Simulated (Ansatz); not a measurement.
The first iterations of a band of BClH$_{4}$O$_{2}$ (8 atoms, charge 0, multiplicity 1).

Theory: Ansatz 0.2.0, RKS PBE0-D4/6-31G*.

```json
{"movable images": "7", "climbing image": "yes", "spring": "5.0 eV/Å²", "optimiser": "quadratic models (default)", "start path": "through a guess of the saddle point", "force threshold": "0.05 eV/Å", "iteration limit": "60", "end points": "relaxed"}
```

Initial state:

```xyz
8
Properties=species:S:1:pos:R:3
B 0.017 -0.002 0.114
Cl 0.056 -0.780 1.786
H 1.069 0.082 -0.441
O -1.112 -0.244 -0.650
H -1.805 -0.672 -0.130
O -0.210 1.748 0.587
H -1.019 1.960 0.091
H -0.442 1.776 1.530
```

Final state:

```xyz
8
Properties=species:S:1:pos:R:3
B -0.556 0.061 -0.303
Cl 1.133 1.227 3.274
H 0.277 -0.793 -0.224
O -1.491 0.123 -1.288
H -1.407 -0.601 -1.918
O -0.566 1.034 0.658
H -1.275 1.677 0.514
H 0.438 1.141 2.174
```

| iteration | highest image above the first end (eV) | largest band force component (eV/Å) |
| --- | --- | --- |
| 1 | 3.557 | 10.097 |
| 2 | 1.393 | 3.947 |
| 3 | 0.828 | 1.964 |
| 4 | 0.609 | 2.074 |
| 5 | 0.394 | 1.048 |
| 6 | 0.418 | 0.956 |
| 7 | 0.416 | 0.780 |

Question: Does the band converge within its limit, and where does its top end?

Answer: The forces met the threshold. It ended after 23 iterations with the highest image 0.545 eV above the first end. A vibrational analysis at the climbing image gives one clearly imaginary mode, 672i cm⁻¹: a first-order saddle point. The orbitals stay closed-shell, which can raise the energy where a bond breaks towards radicals; this wasn't checked here.

The run took 7.4 min on 1 thread of Arm Neoverse V1, with other jobs on the host, peak memory 0.14 GiB.
